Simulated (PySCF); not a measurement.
**SnO: from constants to spectrum**

RHF-CCSD(T) constants of SnO, ¹Σ⁺ (singlet), closed shell (PySCF, scalar-relativistic core potentials, basis sets Sn def2-TZVPPD with ECP28, O def2-TZVPPD; masses 119.9022 and 15.9949 u):

* ωe: 818.6 cm⁻¹
* ωexe: 3.68 cm⁻¹
* Be: 0.35316 cm⁻¹
* αe: 0.00210 cm⁻¹
* D (centrifugal): 2.63e-07 cm⁻¹
* De to Sn + O: 5.57 eV

Task: Give the vibrational terms G(v) and spacings up to v = 6.

Result: G(v) = ωe(v+½) − ωexe(v+½)².

```csv
v,G(v) (cm⁻¹),G(v) − G(v−1),Bv (cm⁻¹)
0,408.4,,0.3521
1,1219.6,811.2,0.3500
2,2023.5,803.9,0.3479
3,2820.0,796.5,0.3458
4,3609.2,789.2,0.3437
5,4391.0,781.8,0.3416
6,5165.4,774.4,0.3395
```

Task: How well does the Morse estimate ωe²/(4ωexe) reproduce De, and what is D0?

Result: It gives 5.64 eV, 101 % of the computed De. D0 = De − G(0) = 5.57 − 0.05 = 5.52 eV.

Correlated steps freeze 5 core orbitals. These are scalar-relativistic numbers at best; spin–orbit coupling would shift them, the dissociation energy most. Where the molecule has an RHF reference, its open-shell atoms are computed with UHF. The CCSD T1 diagnostic is raised, a sign that a single reference may not be enough here.
